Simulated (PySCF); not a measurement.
All of these have the formula C2H8FNSi. Computed with PySCF, TDDFT PBE0/def2-SVPD, vertical, gas phase, core orbitals frozen in the response. Geometries: GFN2-xTB; one conformer of each isolated species. Triplets are in the Tamm–Dancoff approximation.

A. `N[SiH2]CCF`
B. `CN[Si@H](C)F`
C. `CC[Si@H](N)F`

Lowest singlet levels (six at most, fewer where fewer were computed) with oscillator strengths:

1. 197 nm (f 0.016); 177 nm (f 0.004); 164 nm (f 0.004); 160 nm (f 0.026); 158 nm (f 0.006); 152 nm (f 0.005); T1 5.94 eV
2. 186 nm (f 0.029); 177 nm (f 0.005); 161 nm (f 0.041); 158 nm (f 0.004); 150 nm (f 0.010); 148 nm (f 0.016); T1 6.27 eV
3. 206 nm (f 0.004); 188 nm (f 0.003); 178 nm (f 0.039); 166 nm (f 0.044); 161 nm (f 0.015); 155 nm (f 0.063); T1 5.77 eV

Task: Which spectrum belongs to which structure?

Result: 1 = A, 2 = C, 3 = B.
- A: S1 at 6.30 eV, HOMO→LUMO (98%); Löwdin shares by element: HOMO nitrogen 59%, hydrogen 15% or more, silicon 14%; LUMO silicon 29%, hydrogen 24% or more, nitrogen 14% (atoms not listed hold the other 34%); HOMO -7.39 and LUMO 0.34 eV.
- B: S1 at 6.02 eV, HOMO→LUMO (95%); Löwdin shares by element: HOMO nitrogen 57%, carbon 12% or more, silicon 9%, hydrogen 6% or more (atoms not listed hold the other 16%); LUMO carbon 32%, silicon 18%, nitrogen 8% (atoms not listed hold the other 43%); HOMO -6.94 and LUMO 0.46 eV.
- C: S1 at 6.66 eV, HOMO→LUMO (94%); Löwdin shares by element: HOMO nitrogen 54%, silicon 14%, hydrogen 8% or more, carbon 8% or more (atoms not listed hold the other 16%); LUMO silicon 18%, carbon 17% or more, hydrogen 11% or more, nitrogen 10% (atoms not listed hold the other 44%); HOMO -7.61 and LUMO 0.36 eV.

Without π bonds the low states may be Rydberg-like; a valence basis with one diffuse set may place them up to an eV too high.
